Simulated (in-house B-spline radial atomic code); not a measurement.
Ionising Co⁷⁺ with different functionals

Computed with a B-spline radial code for spherical atoms: non-relativistic Hamiltonian, point nucleus, spin-polarised at highest spin, spherical fractional occupations for the functionals, the average over the highest-spin determinants for Hartree-Fock. The ionisation energy is the difference of two self-consistent energies, [Ar] 3d2 → [Ar] 3d1, without Breit or QED terms; ε is the level of the shell that loses the electron (its least bound occupied spin orbital).

Hybrids are left out here: with spherical fractional occupations of an open shell their exact exchange keeps a self-interaction that integer-occupation calculations don't have.

| method | rung | ΔSCF (eV) | -ε(3d) (eV) |
| --- | --- | --- | --- |
| Hartree-Fock | Hartree-Fock | 156.30 | 157.86 |
| LDA VWN5 | LDA | 157.90 | 143.80 |
| LDA PW92 | LDA | 157.88 | 143.79 |
| LDA exchange-only | LDA | 155.94 | 141.91 |
| PBE | GGA | 157.60 | 143.54 |
| PBEsol | GGA | 157.57 | 143.50 |
| BLYP | GGA | 157.56 | 143.48 |
| RPBE | GGA | 157.53 | 143.47 |
| PW91 | GGA | 157.78 | 143.70 |
| BP86 | GGA | 157.66 | 143.58 |
| AM05 | GGA | 157.62 | 143.54 |
| OLYP | GGA | 158.30 | 144.25 |
| TPSS | meta-GGA | ? | ? |
| SCAN | meta-GGA | ? | ? |
| r2SCAN | meta-GGA | 157.42 | 143.58 |
| M06-L | meta-GGA | 157.30 | 143.47 |
| revTPSS | meta-GGA | 157.23 | 143.23 |

Problem. What does SCAN give?

Solution. ΔSCF 157.36 eV, and -ε(3d) = 143.53 eV.

Problem. What does TPSS give?

Solution. ΔSCF 157.40 eV, and -ε(3d) = 143.36 eV.

Problem. How do they compare with the NIST value?

Solution. NIST lists 157.8 eV ± 0.6 (semi-empirical, ground level to ground level). Errors run from -1.86 to +0.50 eV; PW91 is closest (-0.02 eV), though others lie within the uncertainty of it, and part of that can be cancellation, since the calculations leave out relativity, Breit-QED terms, multiplet and fine-structure energies. Hartree-Fock also lacks correlation.
